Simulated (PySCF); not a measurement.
**Working out the ionisation energy of Xe⁺**

Xe⁺ [Kr] 4d10 5s2 5p5 (2P) → Xe²⁺ [Kr] 4d10 5s2 5p4 (3P). All numbers are calculated (PySCF 2.14, the spin-free X2C one-electron Hamiltonian (Gaussian nucleus), in aug-cc-pVQZ-DK3 (9s8p6d3f2g, 102 functions)). Frozen: [Kr] 4d10. Energies in hartree (1 hartree = 27.21139 eV):

```json
{"part": "UHF", "Xe⁺ (lower)": "-7442.744997", "Xe²⁺ (upper)": "-7442.007380"}
{"part": "CCSD correlation", "Xe⁺ (lower)": "-0.151265", "Xe²⁺ (upper)": "-0.118312"}
{"part": "(T)", "Xe⁺ (lower)": "-0.004772", "Xe²⁺ (upper)": "-0.003326"}
```

Task: What does Hartree-Fock give?

Result: (-7442.007380) − (-7442.744997) = 0.737617 hartree = 20.072 eV.

Task: What do CCSD and CCSD(T) give?

Result: The CCSD correlation energies differ by 0.032953 hartree = 0.897 eV and the triples by 0.001446 hartree = 0.039 eV, so CCSD gives 20.969 eV and CCSD(T) 21.008 eV.

A first-order spin-orbit estimate adds -0.042 eV to CCSD(T) (valence), giving 20.966 eV against 20.975 eV (semi-empirical (NIST evaluation); NIST Atomic Spectra Database, ionization energies).

What remains against the reference includes basis incompleteness, the frozen core and higher excitations.
